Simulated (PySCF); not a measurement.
## Calculated data, CH7NOSi, Al2F2H, AlBClHN, FH3NOSi and others

Computed with PySCF 2.14.0. Calculation on a computer-drawn molecule: optimised geometry and harmonic frequencies of an isolated molecule of the commonest isotopes, restricted reference for singlets and unrestricted otherwise, frozen core in MP2.

(1) CH7NOSi

Start structure:
```xyz
11
CH7NOSi
C     -0.3467     0.2216     1.1050
Si     1.3798     0.5825     0.3232
N      1.7349     0.0527    -1.2815
O      1.3650     2.2279     0.2894
H     -0.5025    -0.7897     1.1254
H     -1.1026     0.6467     0.4499
H     -0.4294     0.5951     2.0748
H      2.4372     0.0510     1.1594
H      1.6649    -0.9851    -1.3827
H      1.1228     0.4372    -2.0670
H      2.0977     2.6372    -0.1863
```

* charge: 0
* multiplicity: 1
* method: HF
* basis: cc-pV(D+d)Z
* rotational constants: 6.553, 5.619, 3.53 GHz
* total energy: -460.2918 hartree
* convergence status largest gradient component: 2.87e-05 hartree/bohr

Drawn bonds:
| atom | other atom | order |
| --- | --- | --- |
| 1 | 2 | 1 |
| 2 | 3 | 1 |
| 2 | 4 | 1 |
| 1 | 5 | 1 |
| 1 | 6 | 1 |
| 1 | 7 | 1 |
| 2 | 8 | 1 |
| 3 | 9 | 1 |
| 3 | 10 | 1 |
| 4 | 11 | 1 |

Optimised structure:
```xyz
11
CH7NOSi
C     -0.3451     0.2466     1.0541
Si     1.3243     0.6152     0.3102
N      1.5729     0.0437    -1.2912
O      1.4412     2.2627     0.3432
H     -0.5110    -0.8320     1.1298
H     -1.1473     0.6722     0.4436
H     -0.4262     0.6757     2.0566
H      2.4015    -0.0225     1.1040
H      2.0395    -0.8318    -1.4335
H      0.8889     0.1983    -2.0082
H      2.1824     2.6490    -0.0989
```

Modes:
| frequency (cm⁻¹) | reduced mass (dalton) |
| --- | --- |
| 154.1 | 1.112 |
| 179.4 | 1.287 |
| 240.4 | 2.149 |
| 277.6 | 1.421 |
| 305.3 | 2.18 |
| 382.7 | 1.438 |
| 429.8 | 1.55 |
| 690.5 | 1.92 |
| 724.3 | 1.405 |
| 794.6 | 1.28 |
| 842.8 | 2.681 |
| 875.6 | 2.027 |
| 919.2 | 1.262 |
| 925.6 | 2.229 |
| 997.8 | 1.452 |
| 1021 | 1.418 |
| 1396 | 1.278 |
| 1549 | 1.05 |
| 1552 | 1.05 |
| 1692 | 1.116 |
| 2293 | 1.04 |
| 3164 | 1.036 |
| 3243 | 1.101 |
| 3250 | 1.101 |
| 3774 | 1.051 |
| 3866 | 1.095 |
| 4171 | 1.067 |

(2) Al2F2H

Start structure:
```xyz
5
Al2F2H
F      1.2800    -2.3697     2.1393
Al     0.9158    -0.9921     1.2564
Al    -1.4715    -0.1083     0.6128
F     -1.5337    -0.5230    -1.0088
H     -2.8659     0.4094     1.0989
```

- charge: 0
- multiplicity: 2
- method: HF
- basis: cc-pV(D+d)Z
- rotational constants: 12.46, 1.619, 1.59 GHz
- total energy: -683.4278 hartree
- spin squared: 0.7874
- convergence status largest gradient component: 8.461e-06 hartree/bohr

Drawn bonds:
| atom | other atom | order |
| --- | --- | --- |
| 1 | 2 | 1 |
| 2 | 3 | 1 |
| 3 | 4 | 1 |
| 3 | 5 | 1 |

Optimised structure:
```xyz
5
Al2F2H
F      1.1705    -2.3476     2.1345
Al     0.9534    -0.8682     1.4022
Al    -1.4735    -0.3017     0.4838
F     -1.6561    -0.4659    -1.1596
H     -2.6696     0.3997     1.2377
```

Modes:
| frequency (cm⁻¹) | reduced mass (dalton) |
| --- | --- |
| 47.46 | 9.856 |
| 122.4 | 7.605 |
| 130.4 | 11.99 |
| 298.4 | 7.994 |
| 415 | 1.431 |
| 675.2 | 1.132 |
| 817.6 | 20.85 |
| 833.5 | 18.3 |
| 1986 | 1.044 |

(3) AlBClHN

Start structure:
```xyz
5
AlBClHN
B     -0.0675    -1.5551    -0.7658
N     -1.2173    -1.4018    -1.3755
Al    -2.7116    -1.1542    -2.2846
Cl    -4.6695    -1.6645    -1.9287
H      0.9744    -1.6370    -0.1696
```

* charge: 0
* multiplicity: 2
* method: HF
* basis: cc-pV(D+d)Z
* rotational constants: 19.02, 2.124, 1.91 GHz
* total energy: -781.2489 hartree
* spin squared: 0.7528
* convergence status largest gradient component: 3.008e-05 hartree/bohr

Drawn bonds:
| atom | other atom | order |
| --- | --- | --- |
| 1 | 2 | 2 |
| 2 | 3 | 1 |
| 3 | 4 | 1 |
| 1 | 5 | 1 |

Optimised structure:
```xyz
5
AlBClHN
B     -0.1592    -1.5350    -0.7723
N     -1.2037    -1.3618    -1.4344
Al    -2.6244    -1.0741    -2.4368
Cl    -4.5228    -1.7420    -1.7335
H      0.8187    -1.6997    -0.1471
```

Modes:
| frequency (cm⁻¹) | reduced mass (dalton) |
| --- | --- |
| 97.78 | 4.648 |
| 150.9 | 4.545 |
| 247.7 | 9.434 |
| 493.7 | 24.45 |
| 716.9 | 12.28 |
| 828.1 | 1.352 |
| 838 | 1.354 |
| 1938 | 5.302 |
| 2983 | 1.189 |

(4) FH3NOSi

Start structure:
```xyz
7
FH3NOSi
N     -1.4619    -1.2145     1.1641
Si    -0.9753     0.0510     2.0419
O      0.4753     0.5239     2.3021
F     -2.0747     0.9075     2.7116
H     -2.4359    -1.4479     1.0496
H     -0.8438    -1.8449     0.6812
H      1.3419     0.2267     2.0471
```

- charge: 1
- multiplicity: 1
- method: MP2
- basis: cc-pV(D+d)Z
- rotational constants: —
- total energy: —

Drawn bonds:
| atom | other atom | order |
| --- | --- | --- |
| 1 | 2 | 1 |
| 2 | 3 | 1 |
| 2 | 4 | 1 |
| 1 | 5 | 1 |
| 1 | 6 | 1 |
| 3 | 7 | 1 |

(5) AlBFH3N

Start structure:
```xyz
7
AlBFH3N
F      0.0710     0.4253     2.4163
B      1.1211    -0.0706     1.7408
N      1.6535    -1.3236     2.0940
Al     3.0517    -2.1764     1.3265
H      1.5681     0.5905     0.8471
H      1.1714    -1.7581     2.8640
H      3.7647    -1.4355     0.1184
```

* charge: 0
* multiplicity: 2
* method: MP2
* basis: cc-pV(D+d)Z
* rotational constants: —
* total energy: —
* spin squared: —

Drawn bonds:
| atom | other atom | order |
| --- | --- | --- |
| 1 | 2 | 1 |
| 2 | 3 | 1 |
| 3 | 4 | 1 |
| 2 | 5 | 1 |
| 3 | 6 | 1 |
| 4 | 7 | 1 |

(6) BFHO2

Start structure:
```xyz
5
BFHO2
O     -0.5842    -3.5633    -0.0507
B      0.1516    -2.6670     0.2797
O     -0.1081    -1.4805     1.0843
F      1.5789    -2.4213    -0.2539
H      0.7505    -0.9591     1.0649
```

- charge: -1
- multiplicity: 1
- method: HF
- basis: aug-cc-pVDZ
- rotational constants: —
- total energy: —

Drawn bonds:
| atom | other atom | order |
| --- | --- | --- |
| 1 | 2 | 1 |
| 2 | 3 | 1 |
| 2 | 4 | 1 |
| 3 | 5 | 1 |

Q: Give the missing rotational constants for FH3NOSi (entry 4).
A: 7.564, 6.873, 3.601 GHz

Q: FH3NOSi (entry 4): total energy?
A: -519.9314 hartree

Q: AlBFH3N (entry 5): rotational constants?
A: 40.55, 2.43, 2.293 GHz

Q: Estimate the total energy of AlBFH3N (entry 5).
A: -422.8321 hartree

Q: Estimate the spin squared of AlBFH3N (entry 5).
A: 0.7543

Q: Estimate the rotational constants of BFHO2 (entry 6).
A: 10.81, 9.763, 5.129 GHz

Q: BFHO2 (entry 6): total energy?
A: -274.6462 hartree

Further results for FH3NOSi (entry 4):

- convergence status largest gradient component: 1.906e-05 hartree/bohr

Optimised structure:
```xyz
7
FH3NOSi
N     -1.4551    -1.2205     1.1597
Si    -0.9754     0.0632     2.0508
O      0.4949     0.5666     2.3327
F     -2.1001     0.9266     2.7263
H     -2.4427    -1.4572     1.0428
H     -0.8213    -1.8550     0.6732
H      1.3253     0.1781     2.0121
```

Modes:
| frequency (cm⁻¹) | reduced mass (dalton) |
| --- | --- |
| 274.1 | 3.111 |
| 316.6 | 1.619 |
| 318.8 | 7.417 |
| 347.8 | 2.673 |
| 459.4 | 1.075 |
| 521.9 | 1.187 |
| 637.2 | 1.294 |
| 809.7 | 1.392 |
| 833.2 | 5.914 |
| 1117 | 8.379 |
| 1172 | 7.229 |
| 1543 | 1.139 |
| 3562 | 1.051 |
| 3672 | 1.099 |
| 3839 | 1.07 |

Further results for AlBFH3N (entry 5):

- convergence status largest gradient component: 2.125e-05 hartree/bohr

Optimised structure:
```xyz
7
AlBFH3N
F      0.0643     0.4538     2.4035
B      1.1243    -0.0738     1.7397
N      1.6471    -1.3416     2.1122
Al     3.0628    -2.1729     1.3133
H      1.6031     0.5606     0.8335
H      1.1550    -1.7792     2.8947
H      3.7449    -1.3954     0.1101
```

Modes:
| frequency (cm⁻¹) | reduced mass (dalton) |
| --- | --- |
| 119.2 | 7.167 |
| 179.1 | 4.425 |
| 270.1 | 1.203 |
| 397.9 | 8.115 |
| 600.8 | 1.201 |
| 733.8 | 1.251 |
| 769.8 | 3.626 |
| 949.4 | 1.48 |
| 1105 | 2.268 |
| 1119 | 1.576 |
| 1178 | 1.668 |
| 1428 | 4.326 |
| 1922 | 1.044 |
| 2690 | 1.095 |
| 3582 | 1.074 |

Further results for BFHO2 (entry 6):

- convergence status largest gradient component: 5.279e-06 hartree/bohr

Optimised structure:
```xyz
5
BFHO2
O     -0.5745    -3.5748    -0.0413
B      0.1929    -2.6135     0.2425
O     -0.0620    -1.4901     1.0760
F      1.5326    -2.4740    -0.2516
H      0.6997    -0.9389     1.0987
```

Modes:
| frequency (cm⁻¹) | reduced mass (dalton) |
| --- | --- |
| 480.5 | 5.361 |
| 485.4 | 1.096 |
| 517.4 | 15.15 |
| 763.7 | 11.26 |
| 808.6 | 14.35 |
| 1007 | 3.102 |
| 1213 | 1.694 |
| 1717 | 10.16 |
| 4210 | 1.066 |
